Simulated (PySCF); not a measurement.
C2H10BN2P.
Atom-mapped SMILES: `[CH3:1][N:2]([CH3:3])[B:4]([NH2:5])[PH2:6]` (hydrogens: H7, H8, H9 on C1; H10, H11, H12 on C3; H13, H14 on N5; H15, H16 on P6)

Vertical excitations from PySCF (density fitting, frozen core in the response, grid level 2 and gas phase unless stated; continuum runs use non-equilibrium linear response for the excitations) on a GFN2-xTB geometry. Reference run:

```json
{"settings": "wB97X-D/def2-SVPD, full TDDFT, 8 singlets", "S1, eV (f)": "6.03 (0.036)", "S2, eV (f)": "6.38 (0.014)", "S3, eV (f)": "6.68 (0.017)", "S4, eV (f)": "7.06 (0.178)", "S5, eV (f)": "7.10 (0.058)", "S6, eV (f)": "7.29 (0.006)", "T1, eV (Tamm–Dancoff)": "5.72", "mean α (au)": "82.9"}
```

Problem. What do these settings give: (1) B97-D/def2-SVPD, IEF-PCM benzene, energy threshold 1e-06 Eh, TDA, 25 singlets; (2) PBE0/def2-SVPD, full TDDFT, 3 singlets; (3) mPW1PW91/pcseg-1, fitting basis def2-qzvpp-jkfit, full TDDFT, 3 singlets?

Solution. 
```
                                                                     settings    S1, eV (f)    S2, eV (f)    S3, eV (f)    S4, eV (f)    S5, eV (f)    S6, eV (f)  T1, eV (Tamm–Dancoff)  mean α (au)
B97-D/def2-SVPD, IEF-PCM benzene, energy threshold 1e-06 Eh, TDA, 25 singlets  4.87 (0.025)  5.50 (0.013)  5.51 (0.003)  5.80 (0.024)  5.93 (0.022)  6.26 (0.060)                   4.86        100.8
                                       PBE0/def2-SVPD, full TDDFT, 3 singlets  5.56 (0.029)  6.01 (0.010)  6.36 (0.005)             –             –             –                   5.38         84.0
     mPW1PW91/pcseg-1, fitting basis def2-qzvpp-jkfit, full TDDFT, 3 singlets  6.23 (0.034)  6.46 (0.009)  6.67 (0.032)             –             –             –                   5.57         72.6
```

(1) S1 moves by -1.16 eV; functional, environment and response scheme change together, so the shift can't be laid on one. (2) S1 moves by -0.47 eV (PBE0 has 25 % exact exchange, wB97X-D range-separated exact exchange). (3) S1 moves by +0.20 eV; functional and basis change together, so the shift can't be laid on one. States are counted by energy in each run and needn't keep their character from row to row.

Problem. Give the leading configurations of S1 (H = HOMO, L = LUMO) and the HOMO–LUMO gap of each run.

Solution. 
| settings | S1 configurations (weight) | S1 (eV) | orbital gap (eV) | S1 − gap (eV) |
| --- | --- | --- | --- | --- |
| wB97X-D/def2-SVPD, full TDDFT, 8 singlets | H→L 0.88 | 6.03 | 10.02 | -3.99 |
| B97-D/def2-SVPD, IEF-PCM benzene, energy threshold 1e-06 Eh, TDA, 25 singlets | H→L 0.99 | 4.87 | 4.87 | 0.00 |
| PBE0/def2-SVPD, full TDDFT, 3 singlets | H→L 0.97 | 5.56 | 6.66 | -1.10 |
| mPW1PW91/pcseg-1, fitting basis def2-qzvpp-jkfit, full TDDFT, 3 singlets | H→L 0.92 | 6.23 | 7.42 | -1.19 |

The species at its GFN2-xTB geometry (one conformer only).

The values belong to the conformer `[CH3:1][N:2]([CH3:3])[B:4]([NH2:5])[PH2:6]`: C1–N2–B4–N5 -5°, H–N5–B4–N2 -179°, H–N5–B4–N2 -5°, H–P6–B4–N2 -66°, H–P6–B4–N2 -159°.

Note: B97-D and wB97X-D ran without an empirical dispersion term, which enters the total energy and its gradient alone.
